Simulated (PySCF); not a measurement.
**Vertical excitation energies**

Compound: SnH2Me(NCO), C₂H₅NOSn.
SMILES: `[CH3][SnH2][N]=C=O`

Method used: TDDFT wB97X-D/def2-SVPD, vertical, gas phase, core orbitals frozen in the response, def2 core potentials past Kr (PySCF 2.14.0, density-fitted response routines). Geometry: PBE0-D3(BJ)/def2-SVP; no solvent, vibrations or thermal averaging. Spin–orbit coupling is left out.

| state | E (eV) | λ (nm) | f | main configurations (H = HOMO, L = LUMO) |
| --- | --- | --- | --- | --- |
| S1 | 7.01 | 176.9 | 0.0018 | H→L (39%), H→L+2 (24%), H→L+1 (20%) |
| S2 | 7.02 | 176.6 | 0.0013 | H-1→L+2 (39%), H-1→L (29%), H-1→L+1 (14%) |
| S3 | 7.30 | 169.9 | 0.0001 | H-1→L+7 (21%), H-1→L+2 (19%), H-1→L+3 (16%) |
| S4 | 7.47 | 165.9 | 0.045 | H→L+2 (32%), H-1→L+4 (18%), H→L (17%) |
| S5 | 7.53 | 164.6 | 0.0010 | H→L+4 (59%), H→L+11 (12%) |
| S6 | 7.58 | 163.7 | 0.014 | H→L+1 (52%), H→L (22%) |
| S7 | 7.62 | 162.6 | 0.036 | H-1→L+1 (42%), H-1→L (37%) |
| S8 | 7.85 | 158.0 | 0.149 | H→L+3 (26%), H-2→L (17%), H→L+2 (17%) |
| S9 | 8.05 | 153.9 | 0.040 | H-1→L+3 (29%), H-1→L+1 (15%), H-1→L+5 (13%) |
| S10 | 8.19 | 151.4 | 0.121 | H-2→L+2 (27%), H→L+2 (16%), H-1→L+4 (15%) |

Triplets (Tamm–Dancoff): T1 6.57 eV, H→L+2 (49%), H→L+7 (22%), H→L (12%); T2 6.71 eV, H-1→L (40%), H-1→L+2 (36%); T3 6.81 eV, H→L (34%), H→L+1 (18%), H→L+3 (10%); T4 6.90 eV, H-1→L+4 (29%), H→L+1 (19%), H-1→L+11 (10%).

The lowest singlet lies at 7.01 eV (177 nm, vacuum ultraviolet) and is very weak; its leading configuration is HOMO→LUMO (39%). The most intense listed level is S8 at 7.85 eV (158 nm, f = 0.149), 0.84 eV above S1. Löwdin shares by element: HOMO nitrogen 37%, oxygen 26%, carbon 24%; LUMO tin 54%, hydrogen 19% or more, carbon 8% or more (atoms not listed hold the other 19%). Weighted by f, the mean energy of these states is 7.89 eV. Of the 10 states listed, 6 reach f = 0.01 and 1 stays under 0.0005. The vertical ionisation energy (ΔSCF) is 10.20 eV, 2.01 eV above S10. Only the lowest 10 singlets were computed, as vertical energies without vibronic structure.
